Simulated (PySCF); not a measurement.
# One molecule, several mistakes: Cl2GeH2N cation

These are calculations, not measurements. The program is PySCF 2.14.0, an open-source quantum chemistry code, run on an isolated molecule that a program drew, which may never have been made. The molecule is Cl2GeH2N cation (charge +1, singlet), drawn as the SMILES string `[NH2][Ge+]([Cl])[Cl]`.

Each row is a Hartree-Fock (HF) and frozen-core CCSD(T) single point in the cc-pV(D+d)Z basis, meant for a local HF minimum. Run 1 is clean. Each other run has one planted mistake out of seven kinds, and not every kind appears here: one electron removed, one electron added, multiplicity raised by two, geometry at a saddle point, minimal basis STO-3G, one bond length entered in bohr, all coordinates scaled. The reference is restricted for singlets and unrestricted otherwise, and also for a bond in bohr. Adding or removing an electron swaps singlet and doublet. Electrons count all cores. HOMO and LUMO are orbital energies over both spins, the gradient is its largest component, and the lowest frequency (negative if imaginary) is given only where the gradient is small. Bond lengths are over the 5 bonds as drawn. T1 is the CCSD diagnostic: over 0.02 (restricted) or 0.045 (unrestricted) a single reference is doubtful. Germanium has the cc-pVDZ-PP basis, with a core potential (ECP10MDF) in place of its 10 inner electrons, and its 3s, 3p and 3d shells are frozen in CCSD(T).

Geometry of the clean run:
```xyz
6
Cl2GeH2N cation, angstrom
N    -0.2865    0.5795   -1.4410
Ge   -1.6133    1.1435   -0.5052
Cl   -2.6188    2.8410   -1.0656
Cl   -2.1953    0.1210    1.1746
H     0.2313   -0.2488   -1.1982
H     0.0285    1.0538   -2.2710
```

```
run  electrons  basis functions  <S^2>  HOMO (eV)  LUMO (eV)  gradient (hartree/bohr)  lowest frequency (cm^-1)  mean bond (Å)  longest bond (Å)      T1  HF (hartree)  CCSD(T) (hartree)                 mistake
  1         74               93  0.000     -18.00      -4.04                  2.7e-05                       159         1.5667             2.051  0.0139   -1267.81666        -1268.39100                no fault
  2         74               93  0.000     -18.29      -3.47                  5.7e-02                         -         1.4853             1.944  0.0114   -1267.79131        -1268.35546  all coordinates scaled
  3         73               93  0.760     -23.60     -13.93                  1.2e-01                         -         1.5667             2.051  0.0289   -1267.24289        -1267.78297                       ?
  4         74               93  2.015     -12.12      -7.33                  1.7e-01                         -         1.5667             2.051  0.0284   -1267.65517        -1268.19358                       ?
```

**Which mistake was planted in run 3, and what did it cost?**

It counts 73 electrons, one fewer than the clean run, at the same geometry and basis. So the mistake is: one electron removed. Subtracting run 1 and multiplying by 627.51 kcal/mol a hartree, the energy moved by 360.0 kcal/mol in HF and 381.5 kcal/mol in CCSD(T).

**Which mistake was planted in run 4, and what did it cost?**

Electrons, basis and geometry are unchanged, and <S^2> is 2.015, beside S(S+1) = 2.00 for a multiplicity of 3. So the mistake is: multiplicity raised by two. Subtracting run 1 and multiplying by 627.51 kcal/mol a hartree, the energy moved by 101.3 kcal/mol in HF and 123.9 kcal/mol in CCSD(T).

